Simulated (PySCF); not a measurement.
# Dipole response of P⁻ (phosphorus, charge -1)

[Ne] 3s2 3p4, high-spin 3P determinant. All numbers are calculated (PySCF 2.14, the spin-free X2C one-electron Hamiltonian (Gaussian nucleus), in aug-cc-pVDZ-DK). Coupled (time-dependent) response in atomic units; α is the mean over directions. A double-zeta set is small for polarisabilities.

| method | mean α (bohr³) | α xx, yy, zz | C₆ (like pair) | S(−4) |
| --- | --- | --- | --- | --- |
| UHF | 53.21 | 42.01, 75.62, 42.01 | 573.0 | 1341 |
| LC-wPBE | 53.66 | 44.26, 72.47, 44.26 | 584.9 | 1203 |

S(−4) is the Cauchy moment in α(ω) = α(0) + S(−4) ω² + …

α(iu) at UHF:

```json
{"u (hartree)": "0", "α(iu) (bohr³)": "53.21"}
{"u (hartree)": "0.0500", "α(iu) (bohr³)": "50.25"}
{"u (hartree)": "0.100", "α(iu) (bohr³)": "44.16"}
{"u (hartree)": "0.200", "α(iu) (bohr³)": "32.78"}
{"u (hartree)": "0.300", "α(iu) (bohr³)": "24.53"}
{"u (hartree)": "0.500", "α(iu) (bohr³)": "14.35"}
{"u (hartree)": "0.750", "α(iu) (bohr³)": "8.103"}
{"u (hartree)": "1.00", "α(iu) (bohr³)": "5.071"}
{"u (hartree)": "1.50", "α(iu) (bohr³)": "2.468"}
{"u (hartree)": "2.00", "α(iu) (bohr³)": "1.443"}
{"u (hartree)": "3.00", "α(iu) (bohr³)": "0.6663"}
{"u (hartree)": "5.00", "α(iu) (bohr³)": "0.2495"}
```

A single London oscillator, α(iu) = α/(1 + u²/ω²), gives C₆ = (3/4) ω α². Matching the computed C₆ needs ω = 4 × 573.0 / (3 × 53.21²) = 0.270 hartree.

For an ion, C₆ is the dispersion term alone; charge-induced terms of lower order in 1/R come first.

The components differ because the open shell of this determinant is not spherical; for a pure term their mean is the scalar polarisability.
